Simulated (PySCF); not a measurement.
C₃H₆ClFSi, SMILES C/C(Cl)=C/[SiH2]F.

Geometry optimised at B3LYP-D3(BJ)/def2-SVP. The structure was generated by enumeration; whether it is a known compound was not checked. The values are those of a single conformer.

Two levels are set side by side: TDA-PBE/def2-SVPD (PySCF) and TDA-LC-ωPBE/def2-SVPD (PySCF). Vertical, same geometry. The lowest singlet is HOMO→LUMO+1 94 % with PBE and HOMO→LUMO 92 % with the other functional; states are paired by order. Differences are taken from unrounded values.

```
quantity                               TDA-PBE
-------------------------------------  -------
lowest singlet excitation (eV)            5.86
lowest triplet excitation (TDA) (eV)      3.97
first bright state (f over 0.05) (eV)     6.04
its oscillator strength                   0.23
```

These are the TDA-PBE values. What does TDA-LC-ωPBE give? (An estimate is asked for; the answer gives what the named calculation found.)


```json
[
 {"quantity": "lowest singlet excitation (eV)", "TDA-LC-ωPBE": "6.91", "TDA-PBE minus TDA-LC-ωPBE": "-1.06"},
 {"quantity": "lowest triplet excitation (TDA) (eV)", "TDA-LC-ωPBE": "3.84", "TDA-PBE minus TDA-LC-ωPBE": "0.13"},
 {"quantity": "first bright state (f over 0.05) (eV)", "TDA-LC-ωPBE": "6.91", "TDA-PBE minus TDA-LC-ωPBE": "-0.88"},
 {"quantity": "its oscillator strength", "TDA-LC-ωPBE": "0.46", "TDA-PBE minus TDA-LC-ωPBE": "-0.23"}
]
```

A lower first singlet is the usual sign of a functional without exact exchange. Differences between two approximate levels are no errors against the true value.

Rough cost on one machine, each run with all the roots and properties that it gave: TDA-LC-ωPBE against TDA-PBE about 4 times.
